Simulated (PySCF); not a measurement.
Structure problem from calculated spectra and properties.

Formula: C4H6FNSi.

- Rotational structure: rotational constants A, B, C: 4.749, 0.979, 0.865 GHz [GFN2-xTB]
- NMR, other nuclei: isotropic shieldings of nuclei other than C and H, by class: -53 (1 N), 416 (1 F), 414 (1 Si) ppm [GIAO PBE0/pcSseg-1]
- UV, first state: lowest singlet excitation: 5.90 eV (210 nm, f = 0.583) [TDDFT wB97X-D/def2-SVPD]
- Polarisability: 83.6 au [wB97X-D/def2-SVPD]
- Triplet: lowest triplet excitation (Tamm–Dancoff): 3.70 eV [TDA wB97X-D/def2-SVPD]
- 13C NMR: chemical shifts (computed TMS as zero) by class: 160.7 (1 C), 122.3 (1 C), 101.5 (1 C), 92.6 (1 C) ppm [GIAO PBE0/pcSseg-1]

Electronic properties: PySCF, gas phase, density fitting. Levels stand in brackets. Geometry: GFN2-xTB, one conformer, isolated molecule. NMR classes are plain means over equivalent atoms (diastereotopic ones count apart unless rotation or inversion swaps them), as if these changed places fast.

**Question.** What is the compound? Reason from the data.

**Answer.** Numbering: `[N:1]#[C:2]/[CH:3]=[CH:4]/[C@H:5]([F:6])[SiH3:7]`. Its formula, C4H6FNSi, gives 3 degrees of unsaturation: 0 rings and 3 π bonds in the structure found. 4 carbons fall into 4 classes; from least to most shielded: alkene CH carbon [C4] (160.7 ppm), nitrile carbon [C2] (122.3 ppm), alkene CH carbon [C3] (101.5 ppm), sp3 C–F carbon [C5] (92.6 ppm). The other shieldings belong to: -53 ppm, nitrile nitrogen [N1]; 416 ppm, alkyl fluorine [F6]; 414 ppm, SiH3 silicon [Si7]. The optimised geometry has point group C1 and is an asymmetric top. Structure: `F[C@@H](/C=C/C#N)[SiH3]`. Computed isomers that give other values at the same levels: `Fc1cccn1[SiH3]` (13C chemical shifts (computed TMS as zero) by class: 160.8 (1 C), 117.7 (1 C), 115.0 (1 C), 94.2 (1 C) ppm); `N#C[Si@@H]1C[C@H]1CF` (13C chemical shifts (computed TMS as zero) by class: 123.7 (1 C), 86.7 (1 C), 19.8 (1 C), 4.8 (1 C) ppm); `N#C[Si@@H]1C[C@@H]1CF` (13C chemical shifts (computed TMS as zero) by class: 122.2 (1 C), 87.6 (1 C), 17.9 (1 C), 1.9 (1 C) ppm). The assignments are read from this structure; whether some other isomer fits the data as well wasn't checked. The mirror image fits equally.

Conformer computed: `[N:1]#[C:2]/[CH:3]=[CH:4]/[C@H:5]([F:6])[SiH3:7]`: C3–C4–C5–F6 14°.
